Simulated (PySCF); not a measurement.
C₄H₁₀Si, SMILES C=C(C)[SiH2]C.

Geometry: PBE-D3(BJ)/def2-SVP. The values are those of a single conformer.

Calculation: PySCF with PBE0/def2-TZVP.

Gas-phase values at a fixed geometry.

* **total energy**: -447.66447 hartree
* **highest occupied level**: -7.40 eV
* **lowest empty level**: -0.21 eV
* **orbital gap**: 7.19 eV
* **dipole moment**: 0.87 D
* **quadrupole, principal values (traceless, Buckingham form, about the centre of nuclear charge)**: -3.25, 1.06, 2.20 D·Å
* **mean static polarisability**: 77.6 bohr³ (11.51 Å³)
* **polarisability, principal values**: 63.7, 77.0, 92.2 bohr³
